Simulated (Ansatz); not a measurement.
Computed with Ansatz on PBE0-D4/def2-TZVP structures; ΔE is electronic, products minus reactants. CCSD(T)/CBS is the MP2 limit (def2-TZVPP, def2-QZVPP) plus CCSD(T) − MP2 in def2-TZVPP, frozen cores. Functionals use def2-TZVPP. B3LYP here is the variant with VWN-RPA as its local correlation; programs differ in this. Elements past krypton have def2 core potentials. For I, Sn outer-core shells are correlated without core-valence functions, which leaves a few kJ/mol of doubt a bond. One conformer a species, not always the lowest.

Reaction (substitution at a C–Si bond): `C[SiH](I)CF` + `[SH][SnH2][Cl]` → `C[S][SnH2][Cl]` + `FC[SiH2]I`

```json
{"level": "ωB97X-V", "ΔE (kcal/mol)": "16.3"}
{"level": "B3LYP", "ΔE (kcal/mol)": "16.1"}
{"level": "HF/def2-TZVPP", "ΔE (kcal/mol)": "16.2"}
{"level": "SCS-MP2/def2-TZVPP", "ΔE (kcal/mol)": "16.4"}
```

**Question.** What does CCSD(T)/CBS give? (Best estimate.)

**Answer.** The calculation gave: +16.5 kcal/mol. The listed levels differ from it by -0.2, -0.4, -0.3, -0.1 kcal/mol.

Largest T1 diagnostic among the species: 0.012.
